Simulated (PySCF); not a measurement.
CH3AlBrClO, SMILES C[O][Al]([Cl])[Br]. Atoms are numbered in the order given.

```xyz
8

Al    -0.2203    -0.5369     0.1036
Cl    -0.5293    -1.5115     1.9238
Br     0.6506     1.5324     0.0545
O     -0.6421    -1.3426    -1.3101
C     -0.6398    -1.1493    -2.7024
H     -0.0199    -1.9237    -3.1844
H     -1.6676    -1.2410    -3.0918
H     -0.2451    -0.1581    -2.9879
```

Coordinates come from a TPSSh-D3(BJ)/def2-SVP optimisation. The structure was generated by enumeration; whether it is a known compound was not checked. The values are those of a single conformer.

The numbers are results of PBE/pcSseg-1 run with PySCF, not measurements.

GIAO shieldings, no solvent; atoms alike by connectivity are averaged. δ = σ(ref) − σ: ³⁵Cl against HCl (σ = 936.5 ppm); ¹⁷O against H2O (σ = 334.3 ppm); ¹³C against TMS (σ = 182.0 ppm); ¹H against TMS (σ = 31.49 ppm), references at their B3LYP-D3(BJ)/def2-TZVP geometries, non-relativistic (without spin–orbit terms, shifts of atoms bonded to Cl or Br come out too high).

Q: Estimate the chemical shifts. (The exact figures need the calculation; the answer reports its results.)

A: 
| nucleus | atoms | count | δ (ppm) |
|---|---|---|---|
| ³⁵Cl | Cl2 | 1 | 6.7 |
| ¹⁷O | O4 | 1 | 72.1 |
| ¹³C | C5 | 1 | 59.9 |
| ¹H | H6, H7, H8 | 3 | 4.40 |
